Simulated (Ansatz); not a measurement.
`CO[SiH](N)O` and `CO[Si](N)(O)O` differ in one atom or group.

Ansatz, PBE0-D4/def2-TZVP geometries, multiplicity 1. Each molecule was computed in one conformer, which needn't be the lowest.

| property | `CO[SiH](N)O` |
| --- | --- |
| size of the dipole moment (ωB97M-V/def2-TZVPP) / D | 0.94 |
| size of the dipole moment (PBE/def2-TZVPP) / D | 0.98 |
| HOMO energy (PBE0/def2-TZVPP) / eV | -7.80 |
| LUMO energy (ωB97M-V/def2-TZVPP) / eV | 2.42 |
| HOMO–LUMO gap (B3LYP/def2-TZVPP) / eV | 8.18 |
| HOMO energy (PBE/def2-TZVPP) / eV | -6.31 |

Q: Give the same properties after the change, and the shifts. (Best estimate.)

A: Ansatz gave: 
```csv
property,`CO[Si](N)(O)O`,shift
size of the dipole moment (ωB97M-V/def2-TZVPP) / D,1.43,0.49
size of the dipole moment (PBE/def2-TZVPP) / D,1.35,0.37
HOMO energy (PBE0/def2-TZVPP) / eV,-7.51,0.29
LUMO energy (ωB97M-V/def2-TZVPP) / eV,2.08,-0.34
HOMO–LUMO gap (B3LYP/def2-TZVPP) / eV,7.55,-0.63
HOMO energy (PBE/def2-TZVPP) / eV,-5.99,0.32
```

With PBE0 the HOMO rises by 0.29 eV and the LUMO falls by 0.35 eV, so the gap narrows by about 0.64 eV. PBE moves the HOMO by 0.32 eV and ωB97M-V by 0.31 eV. Dipoles are sizes alone; their direction can turn.

B3LYP here is the variant with VWN-RPA as its local correlation; programs differ in this.
